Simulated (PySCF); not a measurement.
C4H5ClOSi.
Numbering: `[CH2:1]=[C:2]([SiH3:3])[C:4]([Cl:5])=[C:6]=[O:7]` (hydrogens: H8, H9 on C1; H10, H11, H12 on Si3)

The calculation used PBE0-D3(BJ)/def2-SVP geometry optimisation, gas phase (PySCF 2.14.0).

**Question.** Give the optimised bond lengths and angles.

**Answer.** 
```
                     bond  length (Å)   order
                    C1=C2       1.347  double
                   C2–Si3       1.887  single
                    C2–C4       1.457  single
                   C4–Cl5       1.747  single
                    C4=C6       1.333  double
                    C6=O7       1.159  double
                    C1–H8       1.095  single
                    C1–H9       1.092  single
Si3–H10, Si3–H11, Si3–H12       1.493  single
```

Bonds in one row agree within 0.01 Å and their mean is given. Orders are formal, as drawn. A selection of angles:
```
      angle  degrees
   C2–C1–H8    121.7
   C2–C1–H9    121.0
   H8–C1–H9    117.4
  C1–C2–Si3    119.0
   C1–C2–C4    121.8
  Si3–C2–C4    119.3
 C2–Si3–H10    110.3
 C2–Si3–H11    108.2
H10–Si3–H11    110.2
H10–Si3–H12    107.6
  C2–C4–Cl5    121.8
   C2–C4–C6    124.6
  Cl5–C4–C6    113.5
   C4–C6–O7    179.6
```

Torsions: C1–C2–C4–Cl5 -1° (synperiplanar).

The C–C distances run from 1.333 Å (C4=C6, drawn double) to 1.457 Å (C2–C4, drawn single), a spread of 0.124 Å. Si3 (SiH3 silicon) is tetrahedral (angles from 107.6° to 110.3°). The 7 heavy atoms lie in one plane (0.010 Å rms). Of the pairs four or more bonds apart, Cl5···H8 is among the closest relative to their van der Waals radii: 2.68 Å, 91 % of the sum of Bondi's values.

Point group: Cs (every atom within 0.08 Å of its image). Not checked by PBE0-D3(BJ)/def2-SVP frequencies. One conformer, not necessarily the lowest.
